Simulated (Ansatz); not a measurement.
Reaction (redistribution): `[AlH2][B]1CC1` + `OC(F)[SiH3]` → `O[CH]([AlH2])[SiH3]` + `FB1CC1`

Calculated with Ansatz (gas phase, PBE0-D4/def2-TZVP geometries, no zero-point term in ΔE). CBS: MP2 limit from def2 TZ/QZ plus the TZ coupled-cluster correction, frozen cores. Functionals use def2-TZVPP. B3LYP here is the variant with VWN-RPA as its local correlation; programs differ in this. Each species was taken in one conformer, which may not be the lowest.

`[AlH2][B]1CC1`:

```xyz
10

Al    0.925    1.114   -1.684
B     0.062    0.075   -0.114
C     0.133   -0.529    1.312
C    -1.136   -0.679    0.516
H     0.793    2.698   -1.776
H     1.730    0.342   -2.820
H     0.755   -1.406    1.470
H     0.138    0.149    2.160
H    -2.008   -0.104    0.814
H    -1.392   -1.660    0.124
```

`OC(F)[SiH3]`:

Cartesian coordinates in Å:
```
O 0.960 -1.197 -0.548
C -0.240 -0.532 -0.426
F -0.668 -0.084 -1.679
Si 0.003 0.982 0.716
H 0.820 -2.037 -0.997
H -1.041 -1.198 -0.075
H 1.091 1.826 0.168
H -1.273 1.739 0.762
H 0.349 0.502 2.078
```

`O[CH]([AlH2])[SiH3]`:

Cartesian coordinates in Å:
```
O -1.653 0.668 0.252
C -0.445 -0.081 0.461
Al -0.158 -1.547 -0.816
Si 0.988 1.141 0.407
H -2.263 0.153 -0.282
H -0.435 -0.512 1.478
H 1.148 -2.442 -0.803
H -1.348 -1.771 -1.850
H 0.726 2.324 1.268
H 2.224 0.451 0.873
H 1.216 1.615 -0.988
```

`FB1CC1`:

Cartesian coordinates in Å:
```
F -1.015 1.833 -0.931
B -0.435 0.786 -0.399
C 0.379 0.202 0.731
C -0.111 -0.687 -0.485
H 1.450 0.374 0.801
H -0.071 -0.012 1.697
H 0.662 -1.055 -1.155
H -0.859 -1.442 -0.259
```

```
   level  ΔE (kJ/mol)
B3LYP-D4       -160.8
BHLYP-D4       -162.7
PBE-QIDH       -162.1
    PBE0       -153.6
```

(1) What does CCSD(T)/CBS give? (An estimate is asked.)

Largest T1 diagnostic among the species: 0.012.

Answers

(1) Ansatz gave: -163.2 kJ/mol. The listed levels differ from it by 2.4, 0.5, 1.1, 9.6 kJ/mol.

From BLYP to BHLYP (50 % exact exchange), in def2-TZVPP and without D4, ΔE moves by −4.8 kJ/mol. The D4 term adds −4.0 kJ/mol with B3LYP and −2.1 kJ/mol with PBE0; it sums over pairs of atoms, weighted by their polarisabilities, and B3LYP, whose exchange is more repulsive, gets the larger term. Leaving LDA and LC-ωPBE aside and taking each functional with its dispersion term where it has one, the values, not all of them listed here, spread over 12.9 kJ/mol, from ωB97M-V to revPBE-D4. LDA lies −6.7 kJ/mol from PBE without D4.
